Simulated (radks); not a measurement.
The numbers below are computed, except where a source is named.
Species: neutral beryllium. Configuration: [He] 2s2.

Level of theory: Dirac Kohn-Sham, LDA (Slater exchange, Perdew-Wang correlation), spin-unpolarised, spherical densities, point nucleus (a radial shooting solver on a logarithmic mesh with Libxc functionals).

Energy parts (Ry):
| part | energy |
|---|---|
| total | -28.89860 |
| kinetic | 28.63452 |
| electron-nucleus | -66.73707 |
| Hartree | 14.23334 |
| exchange-correlation | -5.02939 |

Orbitals (lengths in bohr, moments of r in powers of bohr; <r^-3> diverges for s and p1/2):
orbital  occ.  eigenvalue (Ry)  <r^-3>   <r^4>   <r^2>   <1/r>  small-component weight
1s1/2       2         -7.71336       -  0.1645  0.2465   3.627                1.75e-04
2s1/2       2         -0.41160       -   130.3   8.255  0.5439                1.51e-05

The highest occupied level is 2s1/2 at -5.600 eV. The density falls to 0.001 e/bohr^3 at r = 4.15 bohr. Summed over all electrons, <r^2> = 17.00 bohr^2, which gives a Langevin (diamagnetic) susceptibility term of -13.5 x 10^-6 cm^3/mol.
